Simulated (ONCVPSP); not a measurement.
**Kr: variants of one ONCV potential**

Base potential:

krypton (Kr), optimised norm-conserving Vanderbilt (ONCV), made with ONCVPSP 4.0.1 (PBEsol, scalar-relativistic). Core [Ar] 3d10, reference 4s2 4p5 (charge +1). Waves: 4s: rc 1.35 bohr, ncon 3, nbas 7, qcut 5.2 1/bohr, 2 projectors, debl 2.2 Ha; 4p: rc 1.15 bohr, ncon 4, nbas 8, qcut 8.4 1/bohr, 2 projectors, debl 1.5 Ha. Local part: polynomial inside 0.95 bohr (lpopt 2, dvloc0 0 Ha). Core correction: Teter function, fcfact 2.75, rcfact 1.15.

All-electron outer shells of the reference configuration (PBEsol, scalar-relativistic, ld1.x):

| shell | level (eV) | outermost node (bohr) | outermost maximum (bohr) |
| --- | --- | --- | --- |
| 3p | -206.86 | 0.20 | 0.46 |
| 3d | -93.29 | – | 0.41 |
| 4s | -33.98 | 0.64 | 1.32 |
| 4p | -19.55 | 0.67 | 1.52 |

Cutoffs, loose and tight: the cutoffs (Ha) at which the residual kinetic energy of the hardest occupied pseudo-wave falls to 1 and 0.1 mHa per electron. They do not see the model core or the augmentation charge, which bear on the density cutoff. Test errors are all-electron minus pseudo excitation energies from the reference, over the configurations 4s2 4p6; 4s2 4p4; 4s2 4p3; 4s2 4p2. A dash means not determined; rows that change the core or the reference have their own tests.

A true bound ghost makes a file unfit for plane-wave use even where its test errors are small: the radial tests pick states by their node count and pass the ghost by.

```tsv
change	outcome	cutoff, loose	cutoff, tight	bound ghosts	GHOST(+) flags above zero	largest test error (meV)
base	generated	52 Ha	149 Ha	p	s	-71
local potential polynomial inside 1.05 bohr (lpopt 2, dvloc0 1 Ha)	generated	52 Ha	149 Ha	p	s	-71
s: qcut 5	generated	52 Ha	149 Ha	p	s	-70
all radii but the core radius scaled by about 1.14 (s 1.54, p 1.32 bohr); local potential polynomial inside 1.08 bohr (lpopt 2, dvloc0 0 Ha)	generated	15 Ha	49 Ha	p	s	-46
```

(1) What comes out with this change to the base: functional PW91?

(2) What comes out with this change to the base: s: qcut 4.7; p: qcut 7.5?

## Answers

(1) outcome: generated; cutoff, loose: 51 Ha; cutoff, tight: 148 Ha; bound ghosts: p; GHOST(+) flags above zero: s; largest test error (meV): -45.

(2) outcome: generated; cutoff, loose: 95 Ha; cutoff, tight: 155 Ha; bound ghosts: p; GHOST(+) flags above zero: s; largest test error (meV): -64.
